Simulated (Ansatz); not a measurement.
# Ligand exchange: C2H9ClSi2 + B(CH3)2(OH) → C2H10OSi2 + B(CH3)2Cl

Species: C2H9ClSi2 `C[SiH2]C[SiH2]Cl`, singlet; B(CH3)2(OH), singlet; C2H10OSi2 `C[SiH2]C[SiH2]O`, singlet; B(CH3)2Cl (chlorodimethylborane), singlet. The partners trade Cl for OH: Si–Cl and B–OH bonds give way to Si–OH and B–Cl.

Shapes, held fixed at every level: PBE0-D4/def2-TZVP. Flexible molecules stand in one conformer, not always the lowest. Programs: Ansatz 0.2.0. Electronic energies: no zero-point or thermal term.

(1) Estimate ΔE of this reaction.

## Answers

(1) The highest level, CCSD(T)/CBS estimate, gives ΔE = +48.6 kJ/mol; the levels span +46.6 to +51.9. The column of differences is taken from that level and isn't an error. No measured value is set beside it here. The CBS estimate extrapolates MP2 from def2-TZVPP and def2-QZVPP and adds CCSD(T) − MP2 in the triple-zeta set, cores frozen.

```tsv
level	kind	ΔE (kJ/mol)	less CCSD(T)/CBS estimate
HF/def2-TZVPP	Hartree–Fock	+49.9	+1.3
PBE-D4/def2-TZVPP	GGA	+51.9	+3.3
r2SCAN-D4/def2-TZVPP	meta-GGA	+49.0	+0.4
PBE0-D4/def2-TZVPP	global hybrid	+51.7	+3.1
wB97X-V/def2-TZVPP	range-separated hybrid	+49.4	+0.8
MP2/def2-TZVPP	perturbation theory	+46.6	-2.0
CCSD/def2-TZVPP	coupled cluster or CI	+48.8	+0.2
CCSD(T)/CBS estimate	coupled cluster or CI	+48.6	0.0
```
